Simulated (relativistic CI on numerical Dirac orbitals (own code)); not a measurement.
**Line list: Electric-dipole lines, Cu V**

These numbers are calculated, not measured: Dirac-Coulomb-Breit CI, KLI orbitals optimised for each configuration, model QED (radiative potential, 1s self-energy scaled to tabulated hydrogen-like ionisation energies), valence Slater integrals scaled by 0.85, P86 correlation estimate, and configurations built on the next ion tied to the tabulated ionisation energy (semi-empirical) (own radial code, finite nucleus).

Configurations in the expansion (outside the closed core [Ne]): 3s²3p⁶3d⁷, 3s²3p⁶3d⁶4s, 3s²3p⁶3d⁶4p, 3s²3p⁶3d⁶4d, 3s²3p⁶3d⁶5s, 3s²3p⁶3d⁶4f, 3s²3p⁵3d⁸, 3s²3p⁶3d⁶5p, 3s²3p⁶3d⁵4s², 3s²3p⁶3d⁶5d, 3s²3p⁶3d⁵4s4p, 3s²3p⁶3d⁶5f, 3s²3p⁶3d⁶5g, 3s²3p⁴3d⁹, 3s3p⁶3d⁸, 3s²3p⁶3d⁵4p², 3s²3p⁶3d⁵4s4d. Levels of other configurations are missing.

| λ vac (Å) | Lower | Upper | A (s⁻¹) | E lower (cm⁻¹) | E upper (cm⁻¹) |
| --- | --- | --- | --- | --- | --- |
| 328.47 | 3s²3p⁶3d⁷ ⁴F9/2 [1] | 3s²3p⁶3d⁶4p ⁴D°7/2 [130] | 5.08e+09 | 0 | 304441 |
| 335.27 | 3s²3p⁶3d⁷ ⁴F9/2 [1] | 3s²3p⁶3d⁶4p ⁴G°11/2 [105] | 3.54e+09 | 0 | 298266 |
| 358.55 | 3s²3p⁶3d⁷ ⁴F9/2 [1] | 3s²3p⁶3d⁶4p ⁴D°7/2 [93] | 5.00e+09 | 0 | 278898 |
| 873.63 | 3s²3p⁶3d⁶4p ⁶F°9/2 [84] | 3s²3p⁶3d⁶4d ⁶G11/2 [269] | 5.28e+09 | 273918 | 388383 |
| 877.81 | 3s²3p⁶3d⁶4p ⁶F°11/2 [83] | 3s²3p⁶3d⁶4d ⁶G13/2 [267] | 5.67e+09 | 273794 | 387714 |
| 881.91 | 3s²3p⁶3d⁶4p ⁴I°15/2 [114] | 3s²3p⁶3d⁶4d ⁴K17/2 [300] | 5.65e+09 | 300414 | 413805 |
| 897.79 | 3s²3p⁶3d⁶4p ⁴F°9/2 [95] | 3s²3p⁶3d⁶4d ⁴G11/2 [281] | 5.31e+09 | 279369 | 390753 |
| 1170.3 | 3s²3p⁶3d⁶4s ⁶D9/2 [20] | 3s²3p⁶3d⁶4p ⁶F°11/2 [83] | 1.55e+09 | 188342 | 273794 |
| 1171.4 | 3s²3p⁶3d⁶4s ²I13/2 [52] | 3s²3p⁶3d⁶4p ²I°13/2 [188] | 1.41e+09 | 234390 | 319755 |
| 1182.8 | 3s²3p⁶3d⁶4s ⁶D7/2 [21] | 3s²3p⁶3d⁶4p ⁶F°9/2 [84] | 1.35e+09 | 189371 | 273918 |
| 1196.9 | 3s²3p⁶3d⁶4s ⁴G11/2 [42] | 3s²3p⁶3d⁶4p ⁴H°13/2 [155] | 1.10e+09 | 225719 | 309271 |
| 1213.6 | 3s²3p⁶3d⁶4s ⁴H13/2 [29] | 3s²3p⁶3d⁶4p ⁴I°15/2 [114] | 1.42e+09 | 218014 | 300414 |
| 1242.3 | 3s²3p⁶3d⁶4s ²I13/2 [52] | 3s²3p⁶3d⁶4p ²K°15/2 [171] | 1.34e+09 | 234390 | 314885 |
| 1242.5 | 3s²3p⁶3d⁶4s ⁴D5/2 [26] | 3s²3p⁶3d⁶4p ⁴F°7/2 [99] | 1.16e+09 | 200353 | 280837 |
| 1246.1 | 3s²3p⁶3d⁶4s ⁴H13/2 [29] | 3s²3p⁶3d⁶4p ⁴G°11/2 [105] | 1.01e+09 | 218014 | 298266 |
| 1246.9 | 3s²3p⁶3d⁶4s ⁴D7/2 [25] | 3s²3p⁶3d⁶4p ⁴F°9/2 [95] | 1.25e+09 | 199170 | 279369 |
| 1268.0 | 3s²3p⁶3d⁶4s ²H11/2 [39] | 3s²3p⁶3d⁶4p ²I°13/2 [123] | 9.34e+08 | 224159 | 303024 |
| 1268.1 | 3s²3p⁶3d⁶4s ²H9/2 [41] | 3s²3p⁶3d⁶4p ²I°11/2 [128] | 1.06e+09 | 225235 | 304091 |
| 1274.2 | 3s²3p⁶3d⁶4s ⁶D9/2 [20] | 3s²3p⁶3d⁶4p ⁶D°9/2 [74] | 1.16e+09 | 188342 | 266825 |
| 1275.5 | 3s²3p⁶3d⁶4s ²I11/2 [53] | 3s²3p⁶3d⁶4p ²K°13/2 [166] | 1.15e+09 | 234467 | 312867 |

Terms are leading LS components. Brackets give the number of a level in order of energy, since labels repeat. The list gives strong lines, with weight on those to low levels, without configurations that were not tied to measured data, without lines whose two gauges differ by over a factor of 2.5, among the lowest 300 of 3841 levels, so that lines to higher ones, which can be the strongest, are missing. Levels whose partners in the same complex of configurations lie outside the list can be far off, and so can their lines. Rates are taken at the computed energies, electric ones in the length gauge.

Configurations that consist of the next ion and one excited electron were tied to the tabulated ionisation energy; Rydberg ones are usually within 1,000 to 3,000 cm⁻¹ and the lowest ones within about 6,000 (9,000 in d shells), while levels on excited terms of the next ion carry the error of that term, and the other configurations can be misplaced by 10,000 cm⁻¹ or more. Rates follow the energies as ν³ (E1, M1) or ν⁵ (E2), so rates, branching and lifetimes can be off by large factors. 63 of the 63 excited levels that our extract of the measured tables holds in this range could be paired (the sources list more); they are missed by 1480 cm⁻¹ on average and 6247 at most, and levels without a partner can miss by more.
